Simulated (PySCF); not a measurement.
B3LYP has the VWN-RPA correlation part, as in Gaussian. Delta-SCF ions had no search for a lower state. Excitations are Tamm–Dancoff values on a coarser integration grid. The basis has no diffuse functions, so Rydberg states are missing or too high.

Z-matrix (Å, degrees):
```
B
Si 1 2.0007
H 2 1.4842 1 114.52
H 2 1.4843 3 108.63 1 128.69
H 2 1.4918 3 107.98 4 116.76
Si 1 2.0009 2 119.62 3 153.95
H 6 1.4840 1 113.97 2 147.56
H 6 1.4843 7 108.53 1 128.24
H 6 1.4912 7 108.03 8 116.58
Si 1 2.0018 2 118.70 3 -22.99
H 10 1.4838 1 115.14 2 -158.14
H 10 1.4854 11 108.48 1 -127.25
H 10 1.4912 11 108.13 12 -116.50
```
Charge 0, spin multiplicity 1.

**Question.** Give the vertical ionisation energy (Delta-SCF), S1–T1 gap (TDA) and total energy at the level B3LYP-D3(BJ)/def2-TZVP (PySCF).

**Answer.** 
- vertical ionisation energy (Delta-SCF) = 9.72 eV
- S1–T1 gap (TDA) = 0.69 eV
- total energy = -898.8108 Ha
